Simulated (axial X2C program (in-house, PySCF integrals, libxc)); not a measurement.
ZrBr: nuclear properties from DFT to coupled cluster

Computed with an axial X2C code built on PySCF integrals: two-component X2C with atomic mean-field Coulomb and Gaunt terms, Gaussian nuclei, basis Zr dyall-acv3z, Br dyall-acv3z with contracted cores.

R = 2.482 Å (near the PBE0 minimum at charge 0 of the determinant lowest at the starting distance; the state shown can have its own minimum elsewhere); state Ω = 3/2 (⟨Sz⟩ = 1.50, ⟨Lz⟩ = 0.00 at PBE0).

```json
{"level": "PBE0", "Eeff magnitude (GV/cm)": "1.67", "Ws magnitude Zr (kHz)": "0.5", "A∥/gI Zr (MHz)": "813", "qzz Zr (a.u.)": "1.14", "A∥/gI Br (MHz)": "15.8", "μ (D)": "-4.14"}
{"level": "HF", "Eeff magnitude (GV/cm)": "2.51", "Ws magnitude Zr (kHz)": "0.763", "A∥/gI Zr (MHz)": "735", "qzz Zr (a.u.)": "0.46", "A∥/gI Br (MHz)": "2.1", "μ (D)": "-4.55"}
{"level": "B3LYP", "Eeff magnitude (GV/cm)": "2.02", "Ws magnitude Zr (kHz)": "0.578", "A∥/gI Zr (MHz)": "866", "qzz Zr (a.u.)": "1.23", "A∥/gI Br (MHz)": "20.5", "μ (D)": "-3.88"}
```

Eeff is the effective electric field on the electron electric dipole moment in this Ω state and Ws the scalar–pseudoscalar constant of the nucleus named (defined with the proton number Z and per Ω); A∥ (defined per Ω) follows by multiplying with gI = μI/(I μN); qzz is the electric field gradient, eQq0 = 234.96 MHz × Q/barn × qzz; μ is positive if the Br end (last atom) is positive. The operators were transformed with the bare-nucleus X2C matrices; with these basis sets, hyperfine constants and field gradients can be off by tens of per cent, and where levels differ in sign neither size nor sign is settled.

Finite-field MP2, CCSD and CCSD(T), with 29 electrons correlated in 130 natural virtual spinors (MP2 remainder added):

```csv
level,Eeff magnitude (GV/cm),Ws magnitude Zr (kHz),A∥/gI Zr (MHz),qzz Zr (a.u.),A∥/gI Br (MHz),μ (D)
MP2,1.99,0.589,835,1.00,14.6,-4.71
CCSD,2.22,0.65,821,0.83,12.5,-4.50
CCSD(T),2.22,0.645,821,0.86,14.9,-4.31
```

T1 = 0.011 (Lee–Taylor). One unrestricted determinant, the lowest of a limited PBE0 search, is the reference; the functionals treat spin collinearly. With several open shells it need not be a pure state. Correlation of the inner shells is missing, which matters for properties at the nucleus. Number of frozen shells: Zr 3 s, 2 p, 1 d; Br 3 s, 2 p.

Q: By how much does correlation change each value, CCSD(T) against HF?

A: Eeff magnitude -12 %; Ws magnitude Zr -15 %; A∥/gI Zr 12 %; qzz Zr 87 %; A∥/gI Br 610 %; μ -5 %.
